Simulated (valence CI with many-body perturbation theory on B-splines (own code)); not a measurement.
## Tb58+: calculated level list

Level of theory: valence CI with perturbative core correlation (CI+MBPT): five valence electrons over a frozen Dirac-Fock core [He], a basis of 11 s, 11 p, 10 d, 8 f, 5 g, 2 h functions for each j, with the one-electron correlation potential Σ1, the two-electron term Σ2, the three-electron term Σ3, Breit, model QED; selected CI, second order for the rest, scaled by the run's own slope (own B-spline code, finite nucleus).

No measured spectrum was set against this ion. As an estimate, large intervals hold to a few tenths of a per cent, small ones and those within an open d or f shell to about a per cent. Among the levels kept, up to 7300 cm⁻¹ of a level comes from second order outside the variational space, and about a tenth of that is noise between levels of different J, which matters for small intervals.

Levels 1 to 45 of 200, with energies above the lowest level, (2s^2 2p1/2^2 2p3/2) J=3/2. "Leading %" is the weight of the configuration and term that name the level; weights of strongly mixed levels are sums over their largest components and can fall short. In the jj column 3d3/2^4 stands for four electrons in 3d with j = 3/2.

```csv
No.,Configuration,Term,J,E (eV),Leading %,Second component,Leading jj
1,2s²2p³,²P°,3/2,0.0,48,27 % 2s²2p³ ²D°,2s^2 2p1/2^2 2p3/2 (100 %)
2,2s²2p³,⁴S°,3/2,759.7,55,45 % 2s²2p³ ²D°,2s^2 2p1/2 2p3/2^2 (100 %)
3,2s²2p³,²D°,5/2,782.0,100,,2s^2 2p1/2 2p3/2^2 (100 %)
4,2s²2p³,²P°,1/2,824.3,100,,2s^2 2p1/2 2p3/2^2 (100 %)
5,2s2p⁴,⁴P,5/2,1043.8,71,28 % 2s2p⁴ ²D,2s 2p1/2^2 2p3/2^2 (100 %)
6,2s2p⁴,²S,1/2,1132.6,64,27 % 2s2p⁴ ⁴P,2s 2p1/2^2 2p3/2^2 (100 %)
7,2s2p⁴,²P,3/2,1134.0,50,35 % 2s2p⁴ ²D,2s 2p1/2^2 2p3/2^2 (100 %)
8,2s²2p³,²P°,3/2,1585.7,52,28 % 2s²2p³ ²D°,2s^2 2p3/2^3 (99 %)
9,2s2p⁴,⁴P,3/2,1827.1,84,12 % 2s2p⁴ ²D,2s 2p1/2 2p3/2^3 (100 %)
10,2s2p⁴,²D,5/2,1865.1,71,28 % 2s2p⁴ ⁴P,2s 2p1/2 2p3/2^3 (100 %)
11,2s2p⁴,²P,1/2,1916.6,64,36 % 2s2p⁴ ⁴P,2s 2p1/2 2p3/2^3 (99 %)
12,2s2p⁴,²D,3/2,1926.3,53,46 % 2s2p⁴ ²P,2s 2p1/2 2p3/2^3 (100 %)
13,2p⁵,²P°,3/2,2239.9,99,,2p1/2^2 2p3/2^3 (99 %)
14,2s2p⁴,⁴P,1/2,2693.3,37,36 % 2s2p⁴ ²S,2s 2p3/2^4 (99 %)
15,2p⁵,²P°,1/2,3025.4,100,,2p1/2 2p3/2^4 (100 %)
16,2s²2p²3s,⁴P,1/2,6754.1,47,31 % 2s²2p²3s ²S,2s^2 2p1/2^2 3s (100 %)
17,2s²2p²3p,²P°,1/2,6840.2,46,39 % 2s²2p²3p ⁴D°,2s^2 2p1/2^2 3p1/2 (100 %)
18,2s²2p²3p,²P°,3/2,7079.3,34,20 % 2s²2p²3p ⁴D°,2s^2 2p1/2^2 3p3/2 (100 %)
19,2s²2p²3d,²D,3/2,7157.7,42,33 % 2s²2p²3d ⁴F,2s^2 2p1/2^2 3d3/2 (100 %)
20,2s²2p²3d,²D,5/2,7229.0,35,18 % 2s²2p²3d ⁴D,2s^2 2p1/2^2 3d5/2 (100 %)
21,2s²2p²3s,⁴P,3/2,7524.6,88,10 % 2s²2p²3s ²P,2s^2 2p1/2 2p3/2 3s (100 %)
22,2s²2p²3s,²P,1/2,7533.5,67,33 % 2s²2p²3s ⁴P,2s^2 2p1/2 2p3/2 3s (100 %)
23,2s²2p²3s,²D,5/2,7543.5,64,36 % 2s²2p²3s ⁴P,2s^2 2p1/2 2p3/2 3s (100 %)
24,2s²2p²3s,²D,3/2,7549.1,64,35 % 2s²2p²3s ²P,2s^2 2p1/2 2p3/2 3s (100 %)
25,2s²2p²3p,⁴P°,1/2,7609.8,48,28 % 2s²2p²3p ⁴D°,2s^2 2p1/2 2p3/2 3p1/2 (100 %)
26,2s²2p²3p,⁴D°,3/2,7615.9,56,22 % 2s²2p²3p ²D°,2s^2 2p1/2 2p3/2 3p1/2 (100 %)
27,2s²2p²3p,²F°,5/2,7629.1,49,31 % 2s²2p²3p ²D°,2s^2 2p1/2 2p3/2 3p1/2 (100 %)
28,2s²2p²3p,²P°,3/2,7662.3,42,26 % 2s²2p²3p ²D°,2s^2 2p1/2 2p3/2 3p1/2 (99 %)
29,2s2p³3s,⁴P°,5/2,7769.5,45,27 % 2s2p³3s ⁶S°,2s 2p1/2^2 2p3/2 3s (94 %)
30,2s2p³3s,²P°,3/2,7795.2,33,25 % 2s2p³3s ⁴S°,2s 2p1/2^2 2p3/2 3s (95 %)
31,2s²2p²3p,⁴P°,1/2,7836.5,22,18 % 2s²2p²3p ²S°,2s^2 2p1/2 2p3/2 3p3/2 (68 %)
32,2s²2p²3p,⁴D°,5/2,7843.9,52,31 % 2s²2p²3p ⁴P°,2s^2 2p1/2 2p3/2 3p3/2 (95 %)
33,2s²2p²3p,²D°,3/2,7850.1,50,20 % 2s²2p²3p ⁴P°,2s^2 2p1/2 2p3/2 3p3/2 (96 %)
34,2s2p³3s,²P°,3/2,7855.5,18,16 % 2s2p³3s ²D°,2s 2p1/2^2 2p3/2 3s (69 %)
35,2s²2p²3p,²F°,7/2,7857.4,64,36 % 2s²2p²3p ⁴D°,2s^2 2p1/2 2p3/2 3p3/2 (100 %)
36,2s2p³3s,⁴D°,1/2,7860.1,20,18 % 2s²2p²3p ²P°,2s 2p1/2^2 2p3/2 3s (60 %)
37,2s2p³3p,⁴P,3/2,7866.2,29,23 % 2s2p³3p ⁶P,2s 2p1/2^2 2p3/2 3p1/2 (98 %)
38,2s2p³3p,²D,5/2,7867.1,25,19 % 2s2p³3p ⁴D,2s 2p1/2^2 2p3/2 3p1/2 (98 %)
39,2s²2p²3p,²P°,3/2,7881.7,25,21 % 2s²2p²3p ⁴S°,2s^2 2p1/2 2p3/2 3p3/2 (70 %)
40,2s²2p²3p,²D°,5/2,7882.0,64,16 % 2s²2p²3p ²F°,2s^2 2p1/2 2p3/2 3p3/2 (99 %)
41,2s²2p²3p,²P°,1/2,7903.6,79,6 % 2s²2p²3p ⁴D°,2s^2 2p1/2 2p3/2 3p3/2 (91 %)
42,2s²2p²3d,⁴F,3/2,7929.4,40,26 % 2s²2p²3d ²P,2s^2 2p1/2 2p3/2 3d3/2 (93 %)
43,2s²2p²3d,⁴F,5/2,7932.0,53,39 % 2s²2p²3d ²F,2s^2 2p1/2 2p3/2 3d3/2 (99 %)
44,2s²2p²3d,⁴D,1/2,7934.5,68,14 % 2s²2p²3d ²P,2s^2 2p1/2 2p3/2 3d3/2 (89 %)
45,2s2p³3p,²P,1/2,7938.9,16,14 % 2s2p³3p ⁴P,2s 2p1/2^2 2p3/2 3p1/2 (80 %)
```

The ionisation energy to 2s²2p² ³P0 of the next ion comes out as 12564 eV (NIST: 12563 ± 6 eV (theoretical)). All 200 levels together are meant to be complete up to 9343.2 eV.
